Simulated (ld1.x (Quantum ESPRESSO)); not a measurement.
gold (Au): one change to a TM semilocal potential, before and after

gold (Au), norm-conserving Troullier–Martins (semilocal form), made with ld1.x (Quantum ESPRESSO) 7.5 (Wu–Cohen, scalar-relativistic). Core [Xe] 4f14, reference 5d10 6s0.75 6p0.25. Waves: 6s (bound): rc 2.25 bohr; 6p (bound): rc 3.00 bohr; 5d (bound): rc 2.10 bohr. Local part: the d channel. Core correction: Bessel-smoothed model core inside 1.55 bohr.

All-electron outer shells of the reference configuration (Wu–Cohen, scalar-relativistic, ld1.x):

```tsv
shell	level (eV)	outermost node (bohr)	outermost maximum (bohr)
4f	-81.81	–	0.37
5p	-60.44	0.52	0.96
5d	-7.50	0.56	1.21
6s	-6.27	1.11	2.29
6p	-1.02	1.32	3.47
```

Change: wave 5d (bound): rc 2.10 bohr becomes 5d (bound): rc 2.86 bohr.

Cutoffs: the cutoffs (Ry, on a coarse ladder) from which the occupation-weighted sum of valence levels, in a spherical-Bessel basis at the reference potential, stays within 10 and 1 mRy of its value at 400 Ry; they do not see the model core or the augmentation charge, which bear on the density cutoff. Errors are all-electron minus pseudo energies relative to the spin-unpolarised reference configuration.

What does the change do?

The potential gets softer (40 Ry and 50 Ry → 30 Ry and 50 Ry); of the 7 tests that both files solve, the error grows in 1 and shrinks in 3 by more than 15 % and 0.3 meV (median size 13.0 → 8.6 meV); the range in which the d phases agree narrows (upper end at the end of the scan → 0.6); neither file shows a bound ghost. A larger radius leaves more room for a smooth pseudo-wave, so fewer plane waves are needed. A semilocal file is local in each channel, so a ghost entry of none says nothing of the separable form that plane-wave codes build from it.

```csv
quantity,base,changed
"cutoff, loose",40 Ry,30 Ry
"cutoff, tight",50 Ry,50 Ry
loose cutoff by channel (10 mRy a level),"s 8 Ry, p 6 Ry, d 35 Ry","s 8 Ry, p 6 Ry, d 25 Ry"
bound ghosts,none,none
"error for 5d10 6s1 6p0, meV [ΔE -1.29 eV]",+0.2,+0.3
"error for 5d10 6s0 6p0, meV [ΔE 8.15 eV]",-13,-8.6
"error for 5d9 6s0 6p0, meV [ΔE 29.40 eV]",-27,-84
"error for 5d9 6s2 6p0, meV [ΔE 0.37 eV]",-48,-8.6
"error for 5d7 6s0 6p0, meV [ΔE 111.07 eV]",-490,-434
"error for 5d10 6s0.5 6p0, meV [ΔE 2.50 eV]",-2.5,-1.6
"error for 5d10 6s0 6p1, meV [ΔE 4.10 eV]",-3.0,-2.9
s: phases at 3.24 bohr within 0.05 rad from the reference energy up to (Ry; the scan ends near 5),1.8,1.8
p: phases at 3.24 bohr within 0.05 rad from the reference energy up to (Ry; the scan ends near 5),2.3,2.3
d: phases at 3.24 bohr within 0.05 rad from the reference energy up to (Ry; the scan ends near 5),to the end of the scan,0.6
```
